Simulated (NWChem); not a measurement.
System: C3H5FSi; SMILES FC1=CC[SiH2]1

Parts of the log:

```
             Northwest Computational Chemistry Package (NWChem) 7.3.0
             --------------------------------------------------------

 CS  symmetry detected

                             Geometry "geometry" -> ""
                             -------------------------

 Output coordinates in angstroms (scale by  1.889725989 to convert to a.u.)

  No.       Tag          Charge          X              Y              Z
 ---- ---------------- ---------- -------------- -------------- --------------
    1 F                    9.0000    -0.25623422     2.09141151     0.00000000
    2 C                    6.0000     0.01294953     0.79673842     0.00000000
    3 C                    6.0000     1.22472419     0.21039212     0.00000000
    4 C                    6.0000     0.96770002    -1.28652771     0.00000000
    5 Si                  14.0000    -0.88956038    -0.84458944     0.00000000
    6 H                    1.0000     2.20642505     0.70158139     0.00000000
    7 H                    1.0000     1.34454593    -1.80926169    -0.89413500
    8 H                    1.0000     1.34454593    -1.80926169     0.89413500
    9 H                    1.0000    -1.68390304    -1.20256320    -1.21385800
   10 H                    1.0000    -1.68390304    -1.20256320     1.21385800

 Effective nuclear repulsion energy (a.u.)     213.0777689593

      Symmetry information
      --------------------

 Group name             Cs
 Group number              2
 Group order               2
 No. of unique centers     8

                                 NWChem DFT Module
                                 -----------------

 Summary of "ao basis" -> "ao basis" (spherical)
 ------------------------------------------------------------------------------
       Tag                 Description            Shells   Functions and Types
 ---------------- ------------------------------  ------  ---------------------
 F                         def2-tzvp                11       31   5s3p2d1f
 C                         def2-tzvp                11       31   5s3p2d1f
 Si                        def2-tzvp                13       37   5s5p2d1f
 H                         def2-tzvp                 4        6   3s1p

      Symmetry analysis of basis
      --------------------------

        a'        126
        a"         65

            General Information
            -------------------
          SCF calculation type: DFT
          Wavefunction type:  closed shell.
          No. of atoms     :    10
          No. of electrons :    46
           Alpha electrons :    23
            Beta electrons :    23
          Charge           :     0
          Spin multiplicity:     1
          Use of symmetry is: on ; symmetry adaption is: on
          Maximum number of iterations: 150
          AO basis - number of functions:   191
                     number of shells:    77
          Convergence on energy requested:  1.00D-06
          Convergence on density requested:  1.00D-05
          Convergence on gradient requested:  5.00D-04

              XC Information
              --------------
                        Slater Exchange Functional  1.000 local
                      VWN V Correlation Functional  1.000 local

             Grid Information
             ----------------
          Grid used for XC integration:  medium
          Radial quadrature: Mura-Knowles
          Angular quadrature: Lebedev.
          Tag              B.-S. Rad. Rad. Pts. Rad. Cut. Ang. Pts.
          ---              ---------- --------- --------- ---------
          F                   0.50       49          11.0       434
          C                   0.70       49          10.0       434
          Si                  1.10       88          11.0       590
          H                   0.35       45          12.0       434
          Grid pruning is: on
          Number of quadrature shells:   419
          Spatial weights used:  Erf1

      Superposition of Atomic Density Guess
      -------------------------------------

 Sum of atomic energies:        -503.76651947

      Non-variational initial energy
      ------------------------------

 Total energy =    -506.390302
 1-e energy   =   -1116.974420
 2-e energy   =     397.506349
 HOMO         =      -0.288143
 LUMO         =       0.018543

      Symmetry analysis of molecular orbitals - initial
      -------------------------------------------------

  Numbering of irreducible representations:

     1 a'          2 a"

  Orbital symmetries:

     1 a'          2 a'          3 a'          4 a'          5 a'
     6 a'          7 a'          8 a"          9 a'         10 a'
    11 a'         12 a'         13 a'         14 a'         15 a"
    16 a'         17 a'         18 a"         19 a'         20 a"
    21 a'         22 a'         23 a"         24 a"         25 a'
    26 a'         27 a'         28 a'         29 a'         30 a"
    31 a'         32 a"         33 a'

------------------------------------------------------------
EAF file 0: "./job.aoints.0" size=424673280 bytes
------------------------------------------------------------
               write      read    awrite     aread      wait
               -----      ----    ------     -----      ----
     calls:      810         0         0         0         0
   data(b): 4.25e+08  0.00e+00  0.00e+00  0.00e+00
   time(s): 0.00e+00  0.00e+00  0.00e+00  0.00e+00  0.00e+00
rate(mb/s): 0.00e+00  0.00e+00
------------------------------------------------------------

     ---------------------------------------------
      Total Density - Mulliken Population Analysis
     ---------------------------------------------

    Atom       Charge   Shell Charges
 -----------   ------   -------------------------------------------------------
    1 F    9     9.33   0.77  1.20  0.61  1.00  0.31  2.31  2.30  0.82  0.00  0.01  0.00
    2 C    6     5.79   0.86  1.12  0.54  0.66  0.12  1.02  1.14  0.18  0.03  0.09  0.01
    3 C    6     6.18   0.86  1.12  0.57  0.60  0.09  1.20  1.28  0.37  0.02  0.05  0.01
    4 C    6     6.55   0.86  1.12  0.55  0.70  0.10  1.24  1.50  0.43  0.01  0.05  0.00
    5 Si  14    13.54   2.00  0.59  1.39  0.87  0.47  4.11  1.73  0.51  1.20  0.41  0.10  0.13  0.03
    6 H    1     0.85   0.23  0.45  0.14  0.02
    7 H    1     0.83   0.24  0.44  0.13  0.02
    8 H    1     0.83   0.24  0.44  0.13  0.02
    9 H    1     1.05   0.23  0.54  0.27  0.01
   10 H    1     1.05   0.23  0.54  0.27  0.01

   convergence    iter        energy       DeltaE   RMS-Dens  Diis-err
 ---------------- ----- ----------------- --------- --------- ---------
 d= 0,ls=0.0,diis     1   -503.7431961799 -7.17D+02  6.19D-03  2.36D+00
 d= 0,ls=0.0,diis     2   -503.7284955508  1.47D-02  5.32D-03  1.19D+00
 d= 0,ls=0.0,diis     3   -503.7304115392 -1.92D-03  2.51D-03  1.13D+00
 d= 0,ls=0.0,diis     4   -503.8300127363 -9.96D-02  8.80D-04  3.51D-02
 d= 0,ls=0.0,diis     5   -503.8334230779 -3.41D-03  3.28D-04  1.27D-02
  Resetting Diis
 d= 0,ls=0.0,diis     6   -503.8347982477 -1.38D-03  7.21D-05  2.36D-04
 d= 0,ls=0.0,diis     7   -503.8348187745 -2.05D-05  7.85D-05  8.18D-05
 d= 0,ls=0.0,diis     8   -503.8347844733  3.43D-05  5.57D-05  3.53D-04
 d= 0,ls=0.0,diis     9   -503.8348281061 -4.36D-05  1.10D-05  1.08D-05
 d= 0,ls=0.0,diis    10   -503.8348292432 -1.14D-06  1.86D-06  3.60D-07
 d= 0,ls=0.0,diis    11   -503.8348292906 -4.74D-08  5.45D-07  3.08D-08

         Total DFT energy =     -503.834829290579
      One electron energy =    -1120.699057306108
           Coulomb energy =      450.294568621955
    Exchange-Corr. energy =      -46.508109565750
 Nuclear repulsion energy =      213.077768959324

 Numeric. integr. density =       46.000012224514

                  Occupations of the irreducible representations
                  ----------------------------------------------

                     irrep           alpha         beta
                     --------     --------     --------
                     a'               18.0         18.0
                     a"                5.0          5.0

                       DFT Final Molecular Orbital Analysis
                       ------------------------------------

 Vector   21  Occ=2.000000D+00  E=-2.816832D-01  Symmetry=a'
              MO Center=  1.6D-01, -5.0D-01,  3.5D-15, r^2= 3.0D+00
   Bfn.  Coefficient  Atom+Function         Bfn.  Coefficient  Atom+Function
  ----- ------------  ---------------      ----- ------------  ---------------
    99      0.278591   4 C  px              140      0.229026   5 Si py
   102      0.215595   4 C  px              139     -0.173331   5 Si px
     6      0.164548   1 F  px              105      0.154615   4 C  px
    35      0.136698   2 C  s                36      0.131285   2 C  s
     9      0.129900   1 F  px               37     -0.123637   2 C  px

 Vector   22  Occ=2.000000D+00  E=-2.694332D-01  Symmetry=a'
              MO Center= -7.8D-02,  7.6D-03,  5.1D-15, r^2= 3.6D+00
   Bfn.  Coefficient  Atom+Function         Bfn.  Coefficient  Atom+Function
  ----- ------------  ---------------      ----- ------------  ---------------
    37      0.221860   2 C  px              139     -0.191730   5 Si px
     6     -0.184419   1 F  px               68     -0.183170   3 C  px
    67      0.163417   3 C  s                40      0.156063   2 C  px
   140     -0.147358   5 Si py              163     -0.147748   6 H  s
     9     -0.144706   1 F  px               99      0.142204   4 C  px

[...]
```

Level: LDA (Slater exchange, VWN5)/def2-TZVP. Coordinates come from a PBE0/def2-SVP optimisation.

Task: Reconstruct the input file.

Result: One answer among several that fit: the input that was run:
```
start job
memory heap 200 mb stack 900 mb global 1100 mb
geometry units angstroms noautoz
  F     -0.310587     2.091842     0.000000
  C     -0.000173     0.806431     0.000000
  C      1.229718     0.259103     0.000000
  C      1.020655    -1.245265     0.000000
  Si    -0.849778    -0.862896     0.000000
  H      2.195223     0.781409     0.000000
  H      1.414011    -1.755691    -0.894135
  H      1.414011    -1.755691     0.894135
  H     -1.632277    -1.246068    -1.213858
  H     -1.632277    -1.246068     1.213858
end
basis spherical
  * library def2-tzvp
end
dft
  xc slater vwn_5
  iterations 150
  semidirect filesize 400000000
  mulliken
end
task dft energy
```
